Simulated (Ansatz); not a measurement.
Job for Ansatz (a first-principles code): R-PBE0/def2-TZVPPD on CH5FS (a complex), monomers drawn apart or pushed together. Files ending in .json are basis or fitting sets from the Basis Set Exchange.

Ansatz 0.2 input:
```yaml
crystal:
  periodic: [false, false, false]
  atoms:
    - {symbol: F, position_ang: [0.31125763, 0.51762906, -0.58608291]}
    - {symbol: H, position_ang: [0.47660562, 0.05954985, 0.22383835]}
    - {symbol: C, position_ang: [0.31140547, 0.90685165, 4.52178082]}
    - {symbol: S, position_ang: [0.70877768, -0.80067364, 4.01392844]}
    - {symbol: H, position_ang: [-0.05576194, 0.92777391, 5.54469800]}
    - {symbol: H, position_ang: [1.24583744, 1.46146941, 4.46469677]}
    - {symbol: H, position_ang: [-0.40818562, 1.35369628, 3.84079272]}
    - {symbol: H, position_ang: [-0.53827469, -1.29606486, 4.08109668]}
basis:
  gaussian:
    orbitals: def2-TZVPPD.json
hamiltonian:
  xc: {name: PBE0}
scf: {lower_state_search: off}
```

It printed:

```
WARN ansatz: RAYON_NUM_THREADS=1 ignored (pool sized by the plan → 1); use --threads N
Functional definition: PBE0
these checks for a lower state are left out or cut short: stability, starts, cluster_reference, orbital_swaps, neighbouring_geometries, increment
integrals: 0.10 GiB planned
1022 factors; their error is unknown
mean field: 0.94 GiB planned
mean field evaluation 1: about -14660.1892 eV, gradient 5.1e1 eV
mean field evaluation 2: about -14656.6390 eV, gradient 6.7e1 eV
mean field evaluation 4: about -14665.1694 eV, gradient 2.0e0 eV
mean field evaluation 8: about -14665.2027 eV, gradient 5.5e-2 eV
mean field evaluation 16: about -14665.2027 eV, gradient 6.8e-6 eV
mean field -14665.20268281 eV, -538.9362581620 hartree, gradient 6.8e-6 eV, S^2 0.000000; 0 other end points of the search recorded, 0 dependent functions left out
reference -14665.20273395 eV, -538.9362600411 hartree; 18, 18 occupied and 195, 195 virtual orbitals, 1022 factors
Total energy: -14665.20273395 eV, -538.9362600411 hartree
Checks for a lower state left out: stability, starts, cluster_reference, orbital_swaps, neighbouring_geometries, increment
```

Self-consistency was reached.

Cost: about 3 core-seconds (a rough figure).
